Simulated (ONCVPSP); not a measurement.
**Transferability test, ONCV potential for W**

W, optimised norm-conserving Vanderbilt (ONCV), made with ONCVPSP 4.0.1 (Wu-Cohen, scalar-relativistic). Core [Xe], reference 4f14 5d4 6s1 (charge +1). Waves: 6s: rc 2.60 bohr, ncon 5, nbas 8, qcut 2.5 1/bohr, 2 projectors, debl 3.6 Ha; p scattering state at 0.3 Ha: rc 2.15 bohr, ncon 3, nbas 7, qcut 3.5 1/bohr, 3 projectors, debl 2.6 Ha; 5d: rc 2.40 bohr, ncon 3, nbas 7, qcut 6.5 1/bohr, 2 projectors, debl 2.7 Ha; 4f: rc 0.95 bohr, ncon 4, nbas 9, qcut 20.4 1/bohr, 3 projectors, debl 3.5 Ha. Local part: polynomial inside 0.60 bohr (lpopt 5, dvloc0 0 Ha). Core correction: Teter function, fcfact 4, rcfact 1.75.

Energies are relative to the spin-unpolarised reference configuration 4f14 5d4 6s1; without spin polarisation the order of configurations can differ from experiment.

```json
{"valence configuration": "4f14 5d4 6s2", "charge": "0", "ΔE all-electron (eV)": "-8.942", "error AE − PS (meV)": "-118"}
{"valence configuration": "4f14 5d4 6s0", "charge": "+2", "ΔE all-electron (eV)": "15.696", "error AE − PS (meV)": "-241"}
{"valence configuration": "4f14 5d3 6s0", "charge": "+3", "ΔE all-electron (eV)": "41.103", "error AE − PS (meV)": "-694"}
```

(1) What are ΔE and the potential's error for 4f14 5d5 6s1?

Note: ghosts flagged at negative energy: s at -990.7 eV, s at -164.2 eV, p at -261.7 eV, p at -49.6 eV; GHOST(+) flags only above 600 eV. A true bound ghost makes a file unfit for plane-wave use.

Results:

(1) ΔE = -7.385 eV all-electron; the error (AE − PS) is -89 meV.
